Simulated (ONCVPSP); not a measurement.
## Potentials for sulfur compared

Generated with ld1.x 7.5 (TM, RRKJ, ultrasoft, PAW), atompaw 4.2 or ONCVPSP 4.0.1. The cutoff is in Ry: for ld1.x and atompaw files where the sum of valence levels is converged to 10 mRy in a Bessel basis, for ONCV files where the hardest occupied wave has 1 mHa per electron of residual kinetic energy. The error is the largest all-electron minus pseudo excitation energy over each file’s own four to seven test configurations (ionisations up to +4, promotions, holes and added fractions of an electron), all of which were solved. The labels leave out finer settings (local radius, basis sizes, second energies), which also bear on the numbers. Spin-polarised tests are not counted. The rows are a selection from randomly drawn settings: files with unsolved tests, undetermined cutoffs or missed reference levels are left out.

A true bound ghost makes a file unfit for plane-wave use even where its test errors are small: the radial tests pick states by their node count and pass the ghost by.

| potential | cutoff (Ry) | largest error (meV) | bound ghosts |
| --- | --- | --- | --- |
| ONCV, PBEsol, scalar-relativistic, rc 1.15/1.45/1.15 (spd), local s, core correction no, reference 3s2 3p3, qcut 5.7/6.8/8.3, projectors 0/2/1 | 26 | +47 | none |
| ONCV, PBEsol, scalar-relativistic, rc 0.75/0.70/0.70 (spd), local smoothed, core correction no, reference 2s2 2p6 3s2 3p3, qcut 15.9/20.9/14.9, projectors 2/2/2 | 336 | -327 | none |
| ONCV, PBEsol, scalar-relativistic, rc 0.40/0.70/0.60 (spd), local smoothed, core correction no, reference 2s2 2p6 3s2 3p3.5, qcut 27.1/24.6/17.3, projectors 2/3/2 | 523 | -82 | none |
| ONCV, LDA (Perdew-Zunger), scalar-relativistic, rc 0.75/0.85 (sp), local smoothed, core correction yes, reference 2s2 2p6 3s2 3p1, qcut 19/16.8, projectors 3/2 | 245 | +30 | none |
| ONCV, BLYP, scalar-relativistic, rc 1.45/1.20/1.20 (spd), local p, core correction yes, reference 3s2 3p4, qcut 5/5.9/8.8, projectors 2/0/1 | 24 | +151 | none |
| ONCV, PBE, scalar-relativistic, rc 0.90/0.70/0.85 (spd), local smoothed, core correction yes, reference 2s2 2p6 3s2 3p4, qcut 15.6/23.6/9.5, projectors 2/3/2 | 384 | +8.1 | none |
| ONCV, Wu-Cohen, scalar-relativistic, rc 1.25/1.60/1.45 (spd), local smoothed, core correction yes, reference 3s2 3p4, qcut 5.5/4.6/7.6, projectors 2/2/2 | 161 | +33 | s |

(1) Fill in the row for S: ONCV, PBE, scalar-relativistic, rc 0.75/0.75 (sp), local smoothed, core correction yes, reference 2s2 2p6 3s2 3p2, qcut 18/20.9, projectors 3/2.

(2) Fill in the row for S: ONCV, LDA (Perdew-Wang 92), scalar-relativistic, rc 1.45/1.65/1.45 (spd), local s, core correction yes, reference 3s2 3p2, qcut 4.2/4.8/7.6, projectors 0/2/2.

## Answers

(1) cutoff 339 Ry, largest error -337 meV, bound ghosts: none.

(2) cutoff 81 Ry, largest error +25 meV, bound ghosts: none.
